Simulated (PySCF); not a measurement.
[Sc(F)(OH)2], neutral singlet in the gas phase. 

Cartesian coordinates (Å):
```xyz
6

Sc    -0.0045    -0.0374     0.0899
F     -0.1976    -1.7803     0.6758
O      1.4284     0.9572     0.7334
H      2.1199     1.5740     1.0150
O     -1.2799     0.6512    -1.0774
H     -1.8493     1.1718    -1.6629
```
Charge 0, spin multiplicity 1.

All levels are single points at this geometry (BP86-D3(BJ)/def2-SVP); Pople sets use spherical d functions. Orbital energies aren't observables, and empty levels follow the basis.

B3LYP/6-311+G** (LANL2DZ on Sc) in PySCF gives HOMO (eV) = -8.68.

Problem. Estimate the HOMO (eV) from each of these levels: B3LYP-D3(BJ)/def2-TZVP in PySCF; TPSSh-D3(BJ)/def2-TZVP in PySCF; B3LYP/3-21G in PySCF; B3LYP/6-31G* (LANL2DZ on Sc) in PySCF; B3LYP/LANL2DZ in PySCF; BP86/6-31G* (LANL2DZ on Sc) in PySCF; M06-2X/6-31G* (LANL2DZ on Sc) in PySCF; PBE/6-31G* (LANL2DZ on Sc) in PySCF; SVWN5/6-31G* (LANL2DZ on Sc) in PySCF; HF/3-21G in PySCF; HF/6-31G* (LANL2DZ on Sc) in PySCF; HF/STO-3G in PySCF.

Solution. 
| level | HOMO (eV) |
|---|---|
| B3LYP-D3(BJ)/def2-TZVP in PySCF | -8.50 |
| TPSSh-D3(BJ)/def2-TZVP in PySCF | -7.81 |
| B3LYP/3-21G in PySCF | -7.14 |
| B3LYP/6-31G* (LANL2DZ on Sc) in PySCF | -8.24 |
| B3LYP/LANL2DZ in PySCF | -8.41 |
| BP86/6-31G* (LANL2DZ on Sc) in PySCF | -6.90 |
| M06-2X/6-31G* (LANL2DZ on Sc) in PySCF | -10.26 |
| PBE/6-31G* (LANL2DZ on Sc) in PySCF | -6.79 |
| SVWN5/6-31G* (LANL2DZ on Sc) in PySCF | -6.97 |
| HF/3-21G in PySCF | -12.02 |
| HF/6-31G* (LANL2DZ on Sc) in PySCF | -12.96 |
| HF/STO-3G in PySCF | -9.55 |
